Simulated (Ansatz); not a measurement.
```yaml
atoms:
  - { symbol: Cl, position_ang: [0.0000, 0.0000, -0.6144] }
  - { symbol: F, position_ang: [0.0000, 0.0000, 1.1605] }
```

Basis set: 6-31G* (spherical functions). Left uncorrelated: 6 orbitals. Charge 0, multiplicity 1.

Computed with Ansatz (development build ahead of 0.2.0); each method stands on the lowest determinant of its kind that the runs found. Restricted open shells among the atoms or ions are ROHF, correlated in semicanonical orbitals with singles.

The atomization energy at this shape (free ground-state atoms in the same class of orbitals less the molecule, no zero-point energy) of singlet ClF:

```json
{"method": "RHF-MP2", "atomization energy": "2.20 eV"}
```

Question: What does RHF give?

Answer: -0.01 eV.
